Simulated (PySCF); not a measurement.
Computed with TPSSh-D3(BJ)/def2-TZVP // B3LYP-D3(BJ)/def2-TZVP (PySCF). All species are isolated molecules in the gas phase. Excitations are Tamm–Dancoff values on a coarser integration grid. The basis has no diffuse functions, so Rydberg states are missing or too high.

Reference species (SMILES): `FC1(CC1)C#C` (neutral, multiplicity 1).

| Item | Value |
|---|---|
| HOMO–LUMO gap | 6.60 eV |
| S1–T1 gap (TDA) | 0.65 eV |
| HOMO | -6.79 eV |
| S1 excitation (TDA) | 5.85 eV |

After one change: the HOMO–LUMO gap drops by 2.67 eV; the S1–T1 gap (TDA) rises by 0.30 eV; the HOMO goes up by 1.76 eV; the S1 excitation (TDA) drops by 2.13 eV.

Question: What was changed between the two runs? The new species is one of these.
(A) `C#C/C=C(\C)F`
(B) `C=C=C=CCF`
(C) `CC(F)=C1C=C1`
(D) `FC1=CC=CC1`

Answer: C, `CC(F)=C1C=C1`
